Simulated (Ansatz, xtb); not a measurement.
# Two isomers of C4H7BrClF

Structure X: `C[C@@H](Cl)[C@](C)(F)Br`, a singlet. Structure Y: `FCCC[C@H](Cl)Br`, a singlet. Both are isolated molecules in the gas phase, relaxed with PBE-D3(BJ)/def2-SVP, each in the lowest conformer that the search found.

Q: Which of the two would you expect CCSD(T)/def2-SVP + ΔMP2/def2-TZVPP electronic energies to favour?

A: Structure X; the calculation gives E(Y) − E(X) = +32.5 kJ/mol.

The same difference at several levels:

```
                             level             geometry  E(Y) − E(X) (kJ/mol)  departure from the last row (kJ/mol)  job, with rough time for the two
                          GFN2-xTB             GFN2-xTB                   +19.0                                 −13.5              optimisation, 0.14 s
                         HF/STO-3G             GFN2-xTB                   +30.0                                  −2.6              single point, 0.44 s
                r2SCAN-D4/def2-SVP             GFN2-xTB                   +42.7                                 +10.2               single point, 3.6 s
               PBE-D3(BJ)/def2-SVP  PBE-D3(BJ)/def2-SVP                   +35.5                                  +2.9                optimisation, 19 s
                       HF/def2-SVP  PBE-D3(BJ)/def2-SVP                   +21.7                                 −10.8           part of the CCSD(T) run
                      MP2/def2-SVP  PBE-D3(BJ)/def2-SVP                   +36.4                                  +3.9           part of the CCSD(T) run
                  CCSD(T)/def2-SVP  PBE-D3(BJ)/def2-SVP                   +34.7                                  +2.2                      single point
CCSD(T)/def2-SVP + ΔMP2/def2-TZVPP  PBE-D3(BJ)/def2-SVP                   +32.5                                                   single point, 1.8 min
```

As drawn, both hold the same kinds of bond in the same numbers. Structure X has 2 methyl groups, Y 0.

The levels shown agree on the order. The largest departure from CCSD(T)/def2-SVP + ΔMP2/def2-TZVPP is that of GFN2-xTB, 13.5 kJ/mol. The last row adds to CCSD(T) the change of the MP2 difference between the two basis sets, here −2.2 kJ/mol.

With thermal terms from frequencies at re-optimised GFN2-xTB minima (ideal gas, soft modes damped towards free rotors, one conformer each, 298.15 K, 1 atm): the zero-point term adds +3.5 kJ/mol; ΔH is +35.1 and ΔG +34.2 kJ/mol.

The correlated steps freeze 19 core orbitals; the filled d shell of Br is correlated, in a basis made for valence electrons. Programs: Ansatz 0.2.0, xtb 6.7.1; the last row on 4 threads of Arm Neoverse V2 on a shared host.
